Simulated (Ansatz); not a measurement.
Species: C5H6, SMILES `C#CC(=C)C` (charge 0, multiplicity 1), formula C$_{5}$H$_{6}$.

How many basis functions does frozen-core CCSD(T)/cc-pVTZ // PBE0-D3(BJ)/def2-TZVP (Ansatz, a quantum-chemistry and plane-wave program) use, how many core orbitals are frozen, and how many electrons are correlated?

234 basis functions and 5 frozen orbitals, which leaves 26 correlated electrons. Core time is of the order of minutes.
